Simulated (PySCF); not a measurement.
# Basis and Hamiltonian dependence of the excitation energy of Si

Si [Ne] 3s2 3p2 (3P) → Si [Ne] 3s1 3p3, s spin flipped. All values are computed (PySCF 2.14, energy differences of UHF-based or UKS calculations, no spin-orbit coupling). Values in eV.

```tsv
basis	Hamiltonian	functions	UHF	PBE	PBE0	MP2 (valence)
aug-cc-pV(D+d)Z	non-relativistic	32	9.120	6.830	7.410	7.899
ANO-RCC-VTZP	spin-free X2C	34	9.158	6.866	7.444	7.883
x2c-TZVPPall	spin-free X2C	42	9.167	6.854	7.438	7.892
x2c-TZVPPall with one added diffuse shell each of s, p, d type	spin-free X2C	51	9.161	6.859	7.440	7.891
aug-cc-pVQZ-DK	spin-free X2C	84	9.160	6.869	7.446	7.873
aug-cc-pCVTZ-DK with one added diffuse shell each of s, p, d, f type	spin-free X2C	91	9.164	6.866	7.447	7.897
dyall-acv3z	spin-free X2C	113	9.161	6.860	7.439	7.888
aug-cc-pwCVQZ	non-relativistic	134	9.114	6.807	7.388	7.821
aug-cc-pCVQZ-DK	spin-free X2C	134	9.161	6.860	7.439	7.874
```

Frozen in the all-electron rows: valence: [Ne].

In the upper determinant the s electron has its spin opposite to the other open shell, which mixes two multiplicities.
